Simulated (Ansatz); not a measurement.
`OC([SiH3])S` + `[SiH3]O[SiH2]BS` → `[SiH3][SiH2]BS` + `OC(S)O[SiH3]`  (redistribution)

Program: Ansatz. Geometries: PBE0-D4/def2-TZVP. ΔE: electronic, gas phase. CCSD(T)/CBS adds triple-zeta CCSD(T) − MP2 to the extrapolated MP2 energy (def2 sets, frozen cores). DFT in def2-TZVPP. B3LYP here is the variant with VWN-RPA as its local correlation; programs differ in this. One conformer a species, not always the lowest.

Task: Is it downhill or uphill in electronic energy at CCSD(T)/CBS, and by how much? (Best estimate.)

Result: The calculation gave: Uphill: ΔE = +126.9 kJ/mol.

Task: What do these levels give: PBE-D4, PBE0-D4, B3LYP-D4, ωB97X-V, B2PLYP, PBE, r2SCAN, PBE0, SCS-MP2/def2-TZVPP, CCSD/def2-TZVPP, HF/def2-QZVPP, SCS-MP2/def2-QZVPP? (Best estimate.)

Result: The calculation gave: PBE-D4 97.3, PBE0-D4 104.5, B3LYP-D4 122.0, ωB97X-V 116.8, B2PLYP 127.0, PBE 97.3, r2SCAN 111.8, PBE0 104.5, SCS-MP2/def2-TZVPP 134.2, CCSD/def2-TZVPP 125.0, HF/def2-QZVPP 141.1, SCS-MP2/def2-QZVPP 138.7 kJ/mol.

Largest T1 diagnostic among the species: 0.016.

In def2-TZVPP, CCSD(T) changes the Hartree–Fock value by −16.6 kJ/mol (the triples alone add −3.9 kJ/mol) and MP2 by −5.5 kJ/mol. From PBE to PBE0 (25 % exact exchange), in def2-TZVPP and without D4, ΔE moves by +7.2 kJ/mol.
